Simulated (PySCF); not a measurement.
Al(F)2(SMe) (CH3AlF2S), SMILES C[S][Al]([F])[F]. Atoms are numbered in the order given.

```xyz
8

Al    -0.0384    -0.8094     0.0000
F      0.8473    -2.2065     0.0000
F     -1.6958    -0.9098     0.0000
S      0.9025     1.1269     0.0000
C     -0.6044     2.2072     0.0000
H     -1.5289     1.6166     0.0000
H     -0.5738     2.8400     0.8966
H     -0.5738     2.8400    -0.8966
```
Charge 0, spin multiplicity 1.

Coordinates come from a B3LYP-D3(BJ)/def2-SVP optimisation. The structure was generated by enumeration; whether it is a known compound was not checked. The values are those of a single conformer.

These are PBE/pcSseg-1 run with PySCF values and carry that method's errors.

GIAO shieldings, no solvent; atoms listed in one row are averaged. δ = σ(ref) − σ: ¹⁹F against CFCl3 (σ = 133.6 ppm); ³³S against H2S (σ = 706.5 ppm); ¹³C against TMS (σ = 182.0 ppm); ¹H against TMS (σ = 31.49 ppm), references at their B3LYP-D3(BJ)/def2-TZVP geometries, non-relativistic.

**Question.** Estimate the chemical shifts. (The exact figures need the calculation; the answer reports its results.)

**Answer.** 
| nucleus | atoms | count | δ (ppm) |
|---|---|---|---|
| ¹⁹F | F2 | 1 | -190.2 |
| ¹⁹F | F3 | 1 | -202.6 |
| ³³S | S4 | 1 | 4.0 |
| ¹³C | C5 | 1 | 14.8 |
| ¹H | H6, H7, H8 | 3 | 2.52 |
